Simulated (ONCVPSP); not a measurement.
# Be (Z = 4): one change to an ONCV potential, before and after

```
Element                 : beryllium (Be)
Generator               : ONCVPSP 4.0.1
Type                    : optimised norm-conserving Vanderbilt (ONCV)
Functional              : PBE
Relativity              : scalar-relativistic
Frozen core             : [He]
Valence charge          : 2
Reference configuration : 2s2
Partial waves           : 2s: rc 2.15 bohr, ncon 5, nbas 9, qcut 2.7 1/bohr, 2 projectors, debl 3.7 Ha; p scattering state at 0.07 Ha: rc 1.65 bohr, ncon 4, nbas 7, qcut 4.4 1/bohr, 2 projectors, debl 1.6 Ha; d scattering state at 0.02 Ha: rc 1.85 bohr, ncon 5, nbas 8, qcut 6.1 1/bohr, 2 projectors, debl 0.8 Ha
Local potential         : polynomial inside 1.65 bohr (lpopt 5, dvloc0 0 Ha)
Core correction         : none
```

In the p channel the program set the typed energies aside and used 0.050, 1.650 Ha.

Change: s: qcut 3.2; p: qcut 5.3; d: qcut 7.3.

Cutoffs: the cutoffs (Ha) at which the residual kinetic energy of the hardest occupied pseudo-wave falls to 1 and 0.1 mHa per electron; they do not see the model core or the augmentation charge, which bear on the density cutoff. Errors are all-electron minus pseudo energies relative to the spin-unpolarised reference configuration.

What does the change do?

The potential gets softer (7.7 Ha and 40 Ha → 5.0 Ha and 26 Ha); of the 3 tests that both files solve, the error grows in 2 and shrinks in 0 by more than 15 % and 0.3 meV (median size 0.7 → 1.6 meV); neither file shows a bound ghost.

| quantity | base | changed |
| --- | --- | --- |
| cutoff, loose | 7.7 Ha | 5.0 Ha |
| cutoff, tight | 40 Ha | 26 Ha |
| bound ghosts | none | none |
| GHOST(+) flags under 300 eV | none | none |
| tests with a reliable result | 3 of 4 | 3 of 4 |
| error for 2s1, meV [ΔE 9.55 eV] | +6.0 | +7.3 |
| error for 2s1.5, meV [ΔE 3.76 eV] | +0.6 | +0.8 |
| error for 2s1 2p1, meV [ΔE 3.61 eV] | +0.7 | +1.6 |
| s: phases at 2.18 bohr within 0.05 rad from the reference energy up to (Ha; the scan ends near 5) | to the end of the scan | to the end of the scan |
| p: phases at 1.68 bohr within 0.05 rad from the reference energy up to (Ha; the scan ends near 5) | to the end of the scan | to the end of the scan |
| d: phases at 1.88 bohr within 0.05 rad from the reference energy up to (Ha; the scan ends near 5) | to the end of the scan | to the end of the scan |

Base: The cutoffs count occupied waves only; projector 2 of the s channel, the hardest unoccupied one, needs 47 Ha at the loose tolerance. Changed file: The cutoffs count occupied waves only; projector 2 of the s channel, the hardest unoccupied one, needs 51 Ha at the loose tolerance.
